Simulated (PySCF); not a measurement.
## Telling isomers of C5H12N2 apart by NMR

No solvent, averaged over atoms made equivalent by symmetry, fast rotation or ring inversion, single conformer, relativity neglected. Structure optimised with GFN2-xTB; shieldings: GIAO PBE0/pcSseg-1; PySCF 2.14.

δ = σ(ref) − σ, references computed at the same level: ¹H, ¹³C against TMS. Where no couplings were computed, multiplicities follow the n + 1 count of equivalent neighbours, and m marks all less simple cases (inequivalent or close neighbours, rings, F or P nearby). Shifts are as computed. Against solution values, carbons near 30 ppm lie about +3 ppm off and those near 130 ppm about +5 ppm. Of 1211 compounds with measured shifts, 218 miss one by over three times the rms of a fit or turn the order of signals round; such compounds aren't used in these exercises. OH and NH positions are gas-phase values without hydrogen bonding to other molecules.

(1) Tabulate the signals of `C/C=N\N(C)CC`, `CC(C)(C)/C=N/N` and their relative energies.

(2) What is the quickest way to tell C/C=N\N(C)CC from CC(C)(C)/C=N/N?

## Answers

(1) 
```json
{"SMILES": "C/C=N\\N(C)CC", "carbon types": "1×CH 1×CH2 3×CH3", "δC": "118.5, 48.5, 47.6, 17.7, 11.6", "δH": "5.98 (q, 1H), 3.49 (q, 2H), 3.24 (s, 3H), 1.90 (d, 3H), 1.11 (t, 3H)", "E rel. (kcal/mol)": "15.4"}
{"SMILES": "CC(C)(C)/C=N/N", "carbon types": "1×C 1×CH 3×CH3", "δC": "146.9, 36.3, 29.6", "δH": "6.78 (s, 1H), 5.09 (br s, 2H), 1.03 (s, 9H)", "E rel. (kcal/mol)": "0.0"}
```

Energies are electronic energies at PBE0/pcSseg-1 on these geometries, without zero-point or thermal terms, each for the one conformer computed, which needn't be the lowest.

(2) Count the carbon signals: 5 against 3. The first has an sp3 CH2 bonded to N at 48.5 ppm, the second a quaternary sp3 carbon (C) at 36.3 ppm. Their most deshielded carbons lie at 118.5 and 146.9 ppm. In the proton spectra the most deshielded non-exchanging signals are 5.98 (q, 1H) and 6.78 (s, 1H).
